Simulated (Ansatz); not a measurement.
Mulliken charges of AlClF2, SMILES `[F][Al]([F])[Cl]` from ωB97M-V/def2-TZVPP in Ansatz (PBE0-D4/def2-TZVP geometry).

```csv
atom,x (Å),y (Å),z (Å),charge (e)
F1,1.012,0.706,1.144,-0.320
Al2,0.083,-0.066,0.048,0.827
F3,0.287,-1.669,-0.171,-0.320
Cl4,-1.327,0.968,-1.042,-0.188
```

Problem. By hand: the dipole of these point charges (1 e Å = 4.8032 D).

Solution. Σ q r = (-0.098, 0.072, -0.076) e Å, of length 0.143 e Å = 0.69 D.

Problem. How does the dipole of the full density compare? (Best estimate.)

Solution. Computed: (-0.065, 0.048, -0.050) e Å, 0.46 D; the point charges give 1.50 times that, at 0° from its direction.

Point charges leave out the atoms' own dipoles, such as those of lone pairs, and Mulliken's split depends on the basis, so the two needn't agree.
